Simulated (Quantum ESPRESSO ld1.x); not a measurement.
ld1.x (Quantum ESPRESSO 7.5) input

```
 &input
    zed=74.0,
    iswitch=1,
    rel=1,
    lsd=1,
    dft='SLA-VWN',
    config='[Xe] 4f14',
    verbosity='high',
    prefix='ld1',
    max_out_wfc=37,
    file_charge='ld1.rho',
 /
```

Command: `OMP_NUM_THREADS=1 ld1.x < ld1.in > ld1.out`

Standard output:

```
     Program LD1 v.7.5 starts

     --------------------------- All-electron run ----------------------------

     scalar relativistic calculation

     atomic number is 74.00
     dft =SLA-VWN   lsd =1 sic =0 latt =0  beta=0.20 tr2=1.0E-14
     Exchange-correlation= SLA-VWN
                           (   1   2   0   0   0   0   0)
     mesh =2115 r(mesh) = 100.27685 a.u. xmin = -8.00 dx = 0.00800
     1 Ry =  13.60569312 eV, c = 137.03599908

     n l     nl                  e(Ry)          e(Ha)          e(eV)
     1 0     1S 1( 1.00)   -5109.397242262   -2554.698621131 -69516.8909217
     2 0     2S 1( 1.00)    -886.659535172    -443.329767586 -12063.6175401
     2 1     2P 1( 3.00)    -776.405737988    -388.202868994 -10563.5382100
     3 0     3S 1( 1.00)    -208.488744420    -104.244372210  -2836.6338762
     3 1     3P 1( 3.00)    -175.845123433     -87.922561717  -2392.4947866
     4 0     4S 1( 1.00)     -47.416487673     -23.708243837   -645.1341803
     4 1     4P 1( 3.00)     -36.704704599     -18.352352299   -499.3929469
     3 2     3D 1( 5.00)    -138.249033317     -69.124516658  -1880.9739219
     5 0     5S 1( 1.00)     -11.316443992      -5.658221996   -153.9680642
     5 1     5P 1( 3.00)      -8.557564716      -4.278782358   -116.4315994
     4 2     4D 1( 5.00)     -23.128821292     -11.564410646   -314.6836448
     4 3     4F 1( 7.00)      -8.055910394      -4.027955197   -109.6062446
     1 0     1S 2( 1.00)   -5109.397242262   -2554.698621131 -69516.8909217
     2 0     2S 2( 1.00)    -886.659535172    -443.329767586 -12063.6175401
     2 1     2P 2( 3.00)    -776.405737988    -388.202868994 -10563.5382100
     3 0     3S 2( 1.00)    -208.488744420    -104.244372210  -2836.6338762
     3 1     3P 2( 3.00)    -175.845123433     -87.922561717  -2392.4947866
     4 0     4S 2( 1.00)     -47.416487673     -23.708243837   -645.1341803
     4 1     4P 2( 3.00)     -36.704704599     -18.352352299   -499.3929469
     3 2     3D 2( 5.00)    -138.249033317     -69.124516658  -1880.9739219
     5 0     5S 2( 1.00)     -11.316443992      -5.658221996   -153.9680642
     5 1     5P 2( 3.00)      -8.557564716      -4.278782358   -116.4315994
     4 2     4D 2( 5.00)     -23.128821292     -11.564410646   -314.6836448
     4 3     4F 2( 7.00)      -8.055910394      -4.027955197   -109.6062446

     final scf error:  3.1E-15 reached in  24 iterations

     Etot =  -32251.330194 Ry,  -16125.665097 Ha, -438801.701428 eV
     Total magnetization:    0.00 Bohr mag.

     Ekin =   35536.010136 Ry,   17768.005068 Ha,  483492.048722 eV
     Encl =  -79382.285614 Ry,  -39691.142807 Ha,-1080051.017463 eV
     Eh   =   12216.759738 Ry,    6108.379869 Ha,  166217.483949 eV
     Exc  =    -621.814454 Ry,    -310.907227 Ha,   -8460.216636 eV

     normalization and overlap integrals

     s(1S/1S) =  1.000000  <r> =   0.0184  <r2> =    0.0005  r(max) =   0.0114
     s(1S/2S) = -0.031996
     s(1S/3S) = -0.014004
     s(1S/4S) = -0.006848
     s(1S/5S) = -0.002939
     s(2S/2S) =  1.000000  <r> =   0.0776  <r2> =    0.0071  r(max) =   0.0659
     s(2S/3S) = -0.008937
     s(2S/4S) = -0.004170
     s(2S/5S) = -0.001773
     s(2P/2P) =  1.000000  <r> =   0.0695  <r2> =    0.0059  r(max) =   0.0539
     s(2P/3P) = -0.007071
     s(2P/4P) = -0.003116
     s(2P/5P) = -0.001227
     s(3S/3S) =  1.000000  <r> =   0.2012  <r2> =    0.0463  r(max) =   0.1849
     s(3S/4S) = -0.003012
     s(3S/5S) = -0.001239
     s(3P/3P) =  1.000000  <r> =   0.2014  <r2> =    0.0470  r(max) =   0.1834
     s(3P/4P) = -0.002540
     s(3P/5P) = -0.000969
     s(4S/4S) =  1.000000  <r> =   0.4498  <r2> =    0.2284  r(max) =   0.4214
     s(4S/5S) = -0.000858
     s(4P/4P) =  1.000000  <r> =   0.4783  <r2> =    0.2603  r(max) =   0.4422
     s(4P/5P) = -0.000679
     s(3D/3D) =  1.000000  <r> =   0.1824  <r2> =    0.0390  r(max) =   0.1490
     s(3D/4D) = -0.001841
     s(5S/5S) =  1.000000  <r> =   1.0454  <r2> =    1.2228  r(max) =   0.9531
     s(5P/5P) =  1.000000  <r> =   1.1908  <r2> =    1.5922  r(max) =   1.0746
     s(4D/4D) =  1.000000  <r> =   0.5114  <r2> =    0.3031  r(max) =   0.4529
     s(4F/4F) =  1.000000  <r> =   0.5997  <r2> =    0.4467  r(max) =   0.4282
     s(1S/1S) =  1.000000  <r> =   0.0184  <r2> =    0.0005  r(max) =   0.0114
     s(1S/2S) = -0.031996
     s(1S/3S) = -0.014004
     s(1S/4S) = -0.006848
     s(1S/5S) = -0.002939
     s(2S/2S) =  1.000000  <r> =   0.0776  <r2> =    0.0071  r(max) =   0.0659
     s(2S/3S) = -0.008937
     s(2S/4S) = -0.004170
     s(2S/5S) = -0.001773
     s(2P/2P) =  1.000000  <r> =   0.0695  <r2> =    0.0059  r(max) =   0.0539
     s(2P/3P) = -0.007071
     s(2P/4P) = -0.003116
     s(2P/5P) = -0.001227
     s(3S/3S) =  1.000000  <r> =   0.2012  <r2> =    0.0463  r(max) =   0.1849
     s(3S/4S) = -0.003012
     s(3S/5S) = -0.001239
     s(3P/3P) =  1.000000  <r> =   0.2014  <r2> =    0.0470  r(max) =   0.1834
     s(3P/4P) = -0.002540
     s(3P/5P) = -0.000969
     s(4S/4S) =  1.000000  <r> =   0.4498  <r2> =    0.2284  r(max) =   0.4214
     s(4S/5S) = -0.000858
     s(4P/4P) =  1.000000  <r> =   0.4783  <r2> =    0.2603  r(max) =   0.4422
     s(4P/5P) = -0.000679
     s(3D/3D) =  1.000000  <r> =   0.1824  <r2> =    0.0390  r(max) =   0.1490
     s(3D/4D) = -0.001841
     s(5S/5S) =  1.000000  <r> =   1.0454  <r2> =    1.2228  r(max) =   0.9531
     s(5P/5P) =  1.000000  <r> =   1.1908  <r2> =    1.5922  r(max) =   1.0746
     s(4D/4D) =  1.000000  <r> =   0.5114  <r2> =    0.3031  r(max) =   0.4529
     s(4F/4F) =  1.000000  <r> =   0.5997  <r2> =    0.4467  r(max) =   0.4282

     ------------------------ End of All-electron run ------------------------
```

Run on one thread of a shared host, so times are rough (Intel(R) Xeon(R) Processor @ 2.60GHz): 0.75 s of CPU time, 0.8 s wall, 24 iterations on 2115 mesh points.
